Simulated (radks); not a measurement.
The mean radii <r> (bohr) of the occupied orbitals of an atom or ion are listed with their occupations. Calculated with a radial shooting solver on a logarithmic mesh with Libxc functionals: non-relativistic Kohn-Sham, LB94 model potential, spin-polarised, spherical densities, point nucleus.

| orbital | occ. | <r> |
|---|---|---|
| 1s down | 1 | 0.01934 |
| 1s up | 1 | 0.01935 |
| 2s up | 1 | 0.07874 |
| 2s down | 1 | 0.07881 |
| 2p up | 1 | 0.06604 |

Name the element and its charge. Open shells, if any, are filled with parallel spins first.

Answer. Z = 78, platinum, charge +73: Pt73+ in [He] 2s2 2p1. The 1s radius gives Z: for a bare nucleus <r> = 1.5/Z, 0.01923 bohr for Z = 78, and screening makes it slightly larger (0.01934 here). The occupations add up to 5, and the charge is Z minus that.
